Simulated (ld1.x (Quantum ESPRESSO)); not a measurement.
Building the TM potential for rubidium (Rb) (LDA (PZ), scalar-relativistic).

ld1.x (Quantum ESPRESSO) 7.5 input, shortened:

```
&input
   title='Rb', zed=37., rel=1, dft='PZ', iswitch=3,
   config='[Kr] 4d0 5s0 5p0'
 /
 &inputp
   pseudotype=2, tm=.true., lloc=-2, rcloc=1.65,
   nlcc=.true., rcore=0.40
 /
3
4S  1  0   2.00   0.00  0.55  0.55  0.0
4P  2  1   6.00   0.00  2.50  2.50  0.0
4D  3  2   0.00   0.00  4.20  4.20  0.0
 &test
   configts(1)='4s2 4p6 4d0 5s0 5p0'
 /
```

All-electron outer shells of the reference configuration (LDA (PZ), scalar-relativistic, ld1.x):

```
shell  level (eV)  outermost node (bohr)  outermost maximum (bohr)
   3d     -110.07                      –                      0.39
   4s      -37.78                   0.62                      1.25
   4p      -21.79                   0.64                      1.42
   5s       -6.02                   1.76                      3.68
   4d       -3.79                   0.70                      2.59
   5p       -3.50                   2.12                      4.78
```

Does this generation succeed?

No. ld1.x (Quantum ESPRESSO) 7.5 stopped with "run_pseudo: Errors in PS-KS equation": the pseudo-atom solver did not find the valence states with the expected number of nodes, which is the usual sign of a ghost state. The 4s radius of 0.55 bohr lies inside the outermost node of the all-electron wave at 0.62 bohr. Before that it printed "Warning: n=1, l=0 expected 0 nodes, found 1".
